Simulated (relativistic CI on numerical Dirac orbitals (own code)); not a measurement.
# Pt¹³⁺: q coefficients and field-shift factors

These numbers are calculated, not measured: Dirac-Coulomb-Breit CI, KLI orbitals optimised for each configuration, derivatives by finite differences, unscaled Slater integrals, QED left out (own radial code, finite nucleus).

CI space (outside the closed core [Kr] 4d10): 4f¹⁴5s²5p³, 4f¹⁴5s5p⁴, 4f¹³5s²5p⁴, 4f¹⁴5s²5p²5d, 4f¹⁴5p⁵, 4f¹³5p⁶, 4f¹⁴5s²5p5d², 4f¹⁴5s²5d³. Double excitations out of closed p, d and f shells are left out; levels of such configurations are missing from the list, as are those of other unlisted configurations, and high levels can miss mixing partners.

With x = (α/α₀)² − 1 an excitation energy changes as ω = ω₀ + qx; K = 2q/ω₀ is the relative enhancement. Terms are leading LS components, so labels can repeat. The field-shift factor is F = δν/δ⟨r²⟩ for the transition from the lowest level.

Lowest level 4f¹⁴5s²5p³ ²P°3/2.

| Level | ω₀ (cm⁻¹) | q (cm⁻¹) | K | F (GHz/fm²) |
| --- | --- | --- | --- | --- |
| 4f¹⁴5s²5p³ ⁴S°3/2 | 134437 | 188800 | 2.81 | -33.8 |
| 4f¹⁴5s²5p³ ²D°5/2 | 154479 | 188500 | 2.44 | -33.4 |
| 4f¹⁴5s²5p³ ²P°1/2 | 172986 | 193000 | 2.23 | -39.2 |
| 4f¹⁴5s²5p³ ²P°3/2 | 310547 | 384100 | 2.47 | -75.6 |
| 4f¹³5s²5p⁴ ⁴G°11/2 | 337718 | -140400 | -0.831 | 43.8 |
| 4f¹³5s²5p⁴ ²G°9/2 | 338775 | -142500 | -0.841 | 44.2 |
| 4f¹³5s²5p⁴ ²D°3/2 | 341212 | -136900 | -0.803 | 43.2 |
| 4f¹³5s²5p⁴ ²F°7/2 | 341696 | -140200 | -0.82 | 43.5 |
| 4f¹³5s²5p⁴ ²D°5/2 | 347946 | -137100 | -0.788 | 43.3 |
| 4f¹³5s²5p⁴ ²F°5/2 | 364497 | -116700 | -0.641 | 45.1 |
| 4f¹³5s²5p⁴ ⁴D°3/2 | 367692 | -114500 | -0.623 | 45.2 |
| 4f¹³5s²5p⁴ ⁴D°1/2 | 368059 | -112000 | -0.609 | 44.7 |
| 4f¹³5s²5p⁴ ²G°9/2 | 371281 | -115100 | -0.62 | 45.3 |

At this charge transitions that keep the count of f electrons are usually good to a few per cent. Levels and lines within the n = 5 or 6 shells can be off by up to 10 % or somewhat more, and those that change n by about 2 %, since core polarisation is missing. Levels that differ in their count of f electrons can be misplaced by several ten thousand cm⁻¹, since the correlation energy of f electrons is missing or only estimated; rates across such gaps can be off by orders of magnitude.
